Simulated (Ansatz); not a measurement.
One change: `CS[Si]O` becomes `CS[Si]SC`.

Ansatz, PBE0-D4/def2-TZVP geometries, multiplicity 1. Each molecule was computed in one conformer, which needn't be the lowest.

```json
{"property": "HOMO–LUMO gap (B3LYP/def2-TZVPP) / eV", "`CS[Si]O`": "4.89"}
{"property": "LUMO energy (B3LYP/def2-TZVPP) / eV", "`CS[Si]O`": "-1.68"}
{"property": "size of the dipole moment (B3LYP/def2-TZVPP) / D", "`CS[Si]O`": "1.38"}
{"property": "size of the dipole moment (PBE/def2-TZVPP) / D", "`CS[Si]O`": "1.41"}
{"property": "size of the dipole moment (ωB97M-V/def2-TZVPP) / D", "`CS[Si]O`": "1.27"}
{"property": "HOMO–LUMO gap (ωB97M-V/def2-TZVPP) / eV", "`CS[Si]O`": "9.25"}
```

Task: Give the same properties after the change, and the shifts. (An estimate is asked.)

Result: Ansatz gave: 
```json
{"property": "HOMO–LUMO gap (B3LYP/def2-TZVPP) / eV", "`CS[Si]SC`": "4.16", "shift": "-0.73"}
{"property": "LUMO energy (B3LYP/def2-TZVPP) / eV", "`CS[Si]SC`": "-2.19", "shift": "-0.51"}
{"property": "size of the dipole moment (B3LYP/def2-TZVPP) / D", "`CS[Si]SC`": "2.99", "shift": "1.61"}
{"property": "size of the dipole moment (PBE/def2-TZVPP) / D", "`CS[Si]SC`": "3.14", "shift": "1.73"}
{"property": "size of the dipole moment (ωB97M-V/def2-TZVPP) / D", "`CS[Si]SC`": "2.86", "shift": "1.59"}
{"property": "HOMO–LUMO gap (ωB97M-V/def2-TZVPP) / eV", "`CS[Si]SC`": "8.44", "shift": "-0.81"}
```

With PBE0 the HOMO rises by 0.22 eV and the LUMO falls by 0.54 eV, so the gap narrows by about 0.76 eV. PBE moves the HOMO by 0.20 eV and ωB97M-V by 0.22 eV. Dipoles are sizes alone; their direction can turn.

B3LYP here is the variant with VWN-RPA as its local correlation; programs differ in this.
